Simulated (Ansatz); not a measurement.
`[NH2][GeH2][O][SiH](N)Cl` → `[NH2][GeH]` + `N[SiH](O)Cl`  (germylene formation by 1,1-elimination)

Program: Ansatz. Geometries: PBE0-D4/def2-TZVP. ΔE: electronic, gas phase. CCSD(T)/CBS is the MP2 limit (def2-TZVPP, def2-QZVPP) plus CCSD(T) − MP2 in def2-TZVPP, frozen cores. For Ge outer-core shells are correlated without core-valence functions, which leaves a few kJ/mol of doubt a bond. Scalar relativity is left out up to krypton. Each species was taken in one conformer, which may not be the lowest.

```
          level  ΔE (eV)
  HF/def2-TZVPP     1.45
CCSD/def2-TZVPP     1.58
```

(1) What does CCSD(T)/CBS give? (Estimate.)

Largest T1 diagnostic among the species: 0.015.

Answers

(1) Ansatz gave: +1.49 eV. The listed levels differ from it by -0.04, 0.09 eV.

From PBE to PBE0 (25 % exact exchange), in def2-TZVPP and without D4, ΔE moves by +0.19 eV. In def2-TZVPP, CCSD(T) changes the Hartree–Fock value by +0.16 eV (the triples alone add +0.02 eV) and MP2 by +0.28 eV. The D4 term adds +0.23 eV with B3LYP and +0.13 eV with PBE0; it sums over pairs of atoms, weighted by their polarisabilities, and B3LYP, whose exchange is more repulsive, gets the larger term.

B3LYP here is the variant with VWN-RPA as its local correlation; programs differ in this.
